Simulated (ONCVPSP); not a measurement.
zirconium (Zr): ONCV pseudisation with PW91, fully relativistic reference atom.

- Element: zirconium
- Generator: ONCVPSP 4.0.1
- Type: optimised norm-conserving Vanderbilt (ONCV)
- Functional: PW91
- Relativity: fully relativistic
- Frozen core: [Ar] 3d10
- Valence charge: 12
- Reference configuration: 4s2 4p6 4d2 5s1 5p1
- Partial waves: 4s+5s: rc 1.70 bohr, ncon 4, nbas 7, qcut 6.5 1/bohr, 2 projectors; 4p+5p: rc 2.50 bohr, ncon 3, nbas 8, qcut 6.9 1/bohr, 2 projectors; 4d: rc 2.55 bohr, ncon 4, nbas 9, qcut 5.7 1/bohr, 2 projectors, debl 1.5 Ha
- Local potential: polynomial inside 1.45 bohr (lpopt 5, dvloc0 4 Ha)
- Core correction: Teter function, fcfact 5.25, rcfact 1.45

Open shells are filled in proportion to 2j + 1.

**Question.** Does the generator finish with these settings?

**Answer.** Yes, a potential is produced and its reference levels are reproduced.

**Question.** Estimate the cutoffs (Ha) at which the residual kinetic energy of the hardest occupied pseudo-wave falls to 1 and 0.1 mHa per electron.

**Answer.** 17 Ha and 20 Ha.

**Question.** Does the potential have ghost states?

**Answer.** No bound ghost flagged; no localised positive-energy state flagged.

**Question.** Tests: 4s2 4p6 4d2 5s2 5p0; 4s2 4p6 4d2 5s1 5p0; 4s2 4p6 4d2 5s0 5p0; 4s2 4p6 4d1 5s2 5p0. Which has the largest error in its energy relative to the reference configuration, and how large is it?

**Answer.** 4s2 4p6 4d1 5s2 5p0, with +9.8 meV (all-electron minus pseudo) on +4.65 eV.
